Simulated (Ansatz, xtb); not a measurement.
## Two structures of CaH4OSi

Structure a is a singlet given by its coordinates and structure b is a singlet given by its coordinates. Both are isolated molecules in the gas phase, relaxed with PBE0-D3(BJ)/def2-SVP.

a (Å):

```xyz
7

Ca   -0.8779   -2.6857   -0.9784
O    -0.4312   -2.5227    1.0038
Si   -0.0723   -2.3162    2.5899
H    -1.1246   -2.9142    3.4802
H     0.0439   -0.8655    2.9590
H     1.2310   -2.9691    2.9543
H    -1.2579   -1.7669   -2.7580
```

Close contacts (Å): Ca1–O2 2.04, O2–Si3 1.64, Ca1–H7 2.04, Si3–H4 1.50, Si3–H5 1.50, Si3–H6 1.50.

b (Å):

```xyz
7

Ca    1.3259   -2.4606    1.6684
O     1.0223   -1.8648   -0.4339
Si    0.0590   -0.4139    0.1473
H     1.1420   -1.9923   -1.3817
H    -1.2036   -0.5475   -0.6797
H     2.1924   -3.8718    2.8347
H     0.7395    0.7123   -0.6038
```

Close contacts (Å): Ca1–O2 2.21, Ca1–Si3 2.85, O2–Si3 1.84, Ca1–H6 2.03, O2–H4 0.96, Si3–H5 1.52, Si3–H7 1.52.

Task: Estimate which is lower in electronic energy at CCSD(T)/def2-TZVPP, and by roughly how much.

Result: The CCSD(T)/def2-TZVPP calculation puts structure a lower, by 125.7 kJ/mol.

Level by level:

```json
{"level": "PBE0-D3(BJ)/def2-SVP", "geometry": "PBE0-D3(BJ)/def2-SVP", "E(b) − E(a) (kJ/mol)": "+111.9", "departure from the last row (kJ/mol)": "−13.8", "job, with rough time for the two": "optimisation, 56 s"}
{"level": "HF/def2-TZVPP", "geometry": "PBE0-D3(BJ)/def2-SVP", "E(b) − E(a) (kJ/mol)": "+144.2", "departure from the last row (kJ/mol)": "+18.6", "job, with rough time for the two": "part of the CCSD(T) run"}
{"level": "MP2/def2-TZVPP", "geometry": "PBE0-D3(BJ)/def2-SVP", "E(b) − E(a) (kJ/mol)": "+138.4", "departure from the last row (kJ/mol)": "+12.7", "job, with rough time for the two": "part of the CCSD(T) run"}
{"level": "CCSD(T)/def2-TZVPP", "geometry": "PBE0-D3(BJ)/def2-SVP", "E(b) − E(a) (kJ/mol)": "+125.7", "departure from the last row (kJ/mol)": "", "job, with rough time for the two": "single point, 76 s"}
```

The levels shown agree on the order. The largest departure from CCSD(T)/def2-TZVPP is that of HF/def2-TZVPP, 18.6 kJ/mol. Levels run at GFN2-xTB geometries aren't shown.

With harmonic frequencies from PBE0-D3(BJ)/def2-SVP (ideal gas, rigid rotor, one conformer each, 298.15 K, 1 atm): on the last row, ΔE + ΔZPE = +131.2 kJ/mol. A mode under 50 cm⁻¹ makes harmonic enthalpies and free energies unreliable, so none is given.

The correlated steps freeze 11 core orbitals; the last core shell of Ca is correlated, in a basis made for valence electrons. Run with Ansatz 0.2.0; the last row on 2 threads of Arm Neoverse V1 on a shared host.
